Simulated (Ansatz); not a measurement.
Basis-set extrapolation for Cl2H3Si2 (`Cl[SiH][SiH2]Cl`) radical (PBE0-D4/def2-TZVP geometry, frozen core, the Gaussian-basis code of Ansatz). Multiplicity 2, UHF reference.

```json
{"": "HF", "def2-TZVPP": "-1498.724834", "def2-QZVPP": "-1498.768283"}
{"": "MP2 correlation", "def2-TZVPP": "-0.594534", "def2-QZVPP": "-0.652012"}
{"": "CCSD(T) correlation", "def2-TZVPP": "-0.684768", "def2-QZVPP": "not run"}
```

Energies in hartree. Use E(X) = E(∞) + A·exp(−7.88·√X) for Hartree–Fock and E(X) = E(∞) + B·X^(−2.97) for correlation, with X = 3 and 4, and add CCSD(T) minus MP2 of the smaller set to the MP2 limit.

Question: What is the CCSD(T) energy at the basis-set limit?

Answer: HF limit: -1498.768283 + (-0.043449) × 0.13774 = -1498.77427. MP2 limit: -0.652012 + (-0.057478) × 0.74074 = -0.69459. Higher-order term: -0.684768 − (-0.594534) = -0.09023. Total: -1499.55909 hartree, 392.5 kJ/mol below CCSD(T)/def2-TZVPP.
